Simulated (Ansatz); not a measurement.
The first iterations of a band of C$_{2}$H$_{6}$ClNSiSn (12 atoms, charge 0, multiplicity 1).

Method: Ansatz, RKS BHLYP-D4/def2-SVP.

| Quantity | Value |
| --- | --- |
| movable images | 7 |
| climbing image | yes |
| spring | 50.0 eV/Å² |
| optimiser | quadratic models (default) |
| start path | IDPP |
| force threshold | 0.03 eV/Å |
| iteration limit | 33 |
| end points | relaxed |

First end point:

```xyz
12
Properties=species:S:1:pos:R:3
Cl -0.945 -1.680 -1.946
C 0.195 -0.821 -0.995
C -0.057 0.017 0.030
Sn -1.970 0.658 0.782
N 1.197 0.306 0.636
Si 2.003 -0.636 -0.635
H -2.706 -0.629 1.617
H -2.950 1.176 -0.507
H -1.671 1.954 1.854
H 1.373 1.249 0.942
H 2.828 0.153 -1.575
H 2.782 -1.801 -0.169
```

Last end point:

```xyz
12
Properties=species:S:1:pos:R:3
Cl -0.447 0.422 -2.671
C 0.397 -0.011 -1.243
C -0.060 0.017 0.025
Sn -1.971 0.703 0.740
N 0.919 -0.635 0.824
Si 1.956 -0.788 -0.610
H -1.824 0.894 2.430
H -3.156 -0.467 0.389
H -2.359 2.190 0.012
H 1.133 -0.244 1.727
H 3.187 0.032 -0.586
H 2.302 -2.169 -1.002
```

| iteration | highest image above the first end (eV) | largest band force component (eV/Å) |
| --- | --- | --- |
| 1 | 0.105 | 0.865 |
| 2 | 0.074 | 0.486 |

Does the band converge within its limit, and where does its top end?

The run converged. It ended after 6 iterations with the highest image 0.030 eV above the first end. Another band between the same ends (7 images) ends at a top of the same energy, where a vibrational analysis finds 1 clearly imaginary mode.

Time of the run: 3.3 min on 2 threads of Intel(R) Xeon(R) Platinum 8488C (Sapphire Rapids), with other jobs on the host, peak memory 0.45 GiB.
